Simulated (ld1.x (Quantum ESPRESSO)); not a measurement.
## Building the RRKJ potential for Dy (BLYP, scalar-relativistic).

- Element: Dy (Z = 66)
- Generator: ld1.x (Quantum ESPRESSO) 7.5
- Type: norm-conserving RRKJ (Kleinman–Bylander form)
- Functional: BLYP
- Relativity: scalar-relativistic
- Frozen core: [Kr] 4d10
- Valence charge: 20
- Reference configuration: 4f9.5 5s2 5p6 5d0.5 6s2 6p0
- Partial waves: 5s (bound): rc 0.65 bohr; 5p (bound): rc 1.75 bohr; 5d (bound): rc 3.00 bohr; 4f (bound): rc 0.80 bohr
- Local potential: all-electron potential smoothed inside 2.95 bohr (lloc = -1)
- Core correction: none
- rho0: 0.01

Occupied shells without a wave of their own: 6s. They enter only through the test configuration that unscreens the potential.

Question: Is a potential produced?

Answer: No. ld1.x (Quantum ESPRESSO) 7.5 stopped with "compute_phi: phi has nodes before r_c": the RRKJ expansion in Bessel functions gave a pseudo-wave with a node inside its radius. Before that it printed "This function has    2 nodes for 0 < r <    0.644".
